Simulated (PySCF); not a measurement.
Nb(2+) (niobium, charge +2): UHF calculation

Configuration: [Kr] 4d3, high-spin 4F determinant. Calculation: PySCF 2.14, in def2-TZVP with the def2 core potential (28 electrons) (6s4p3d1f, 40 functions); a scalar-relativistic core potential.

```
Total energy             : -55.626751 hartree
One-electron energy      : -88.2768 hartree
Hartree (Coulomb) energy : 38.6368 hartree
Exchange energy          : -5.9868 hartree
⟨S²⟩                     : 3.7538
⟨L²⟩                     : 12.042
Sum of ⟨r⟩               : 15.79 bohr
Sum of ⟨r²⟩              : 26.58 bohr²
Time after the integrals : 0.11 s of wall time on 1 thread of Neoverse-V2 (shared host)
```

| shell | electrons | mean orbital energy (eV) | rms radius, mean of both spins (bohr) |
| --- | --- | --- | --- |
| 4s α | 1 | -92.934 | 1.24 |
| 4s β | 1 | -89.032 | 1.24 |
| 4p α | 3 | -63.865 | 1.39 |
| 4p β | 3 | -58.566 | 1.39 |
| 4d α | 3 | -25.323 | 1.99 |

Energies and moments cover only the electrons outside the core potential.
